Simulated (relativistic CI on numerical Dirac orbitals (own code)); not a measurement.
The spin-orbit constant of Ni IV from its measured fine structure

Problem. The ground term ⁴F of Ni IV (3p⁶3d⁷) has the measured levels J = 3/2: 2621.1, J = 5/2: 2042.5, J = 7/2: 1189.7, J = 9/2: 0.0 cm⁻¹ (Corliss and Sugar, J. Phys. Chem. Ref. Data 10, 197 (1981)). Test the interval rule and estimate ζ(3d).

Working.
1. In LS coupling E(J) − E(J − 1) = AJ. The intervals give A = -231.4 (J = 5/2), -243.7 (J = 7/2), -264.4 (J = 9/2) cm⁻¹.
2. These values spread by 13 % of their mean, from second-order spin-orbit mixing with other terms and from spin-spin terms.
3. The whole width divided by the sum of the upper J values gives a mean A = -249.6 cm⁻¹.
4. For the Hund term of a shell that is more than half full, A = −ζ/2S with 2S = 3, so ζ = 749 cm⁻¹.

Check. The value calculated from Dirac-Coulomb-Breit radial functions of this configuration is ζ = 717 cm⁻¹, 4 % below the estimate from measurement. The same recipe applied to the calculated levels returns 722 cm⁻¹, which shows the bias of the recipe itself. Where the interval rule fails, the estimate is only rough.
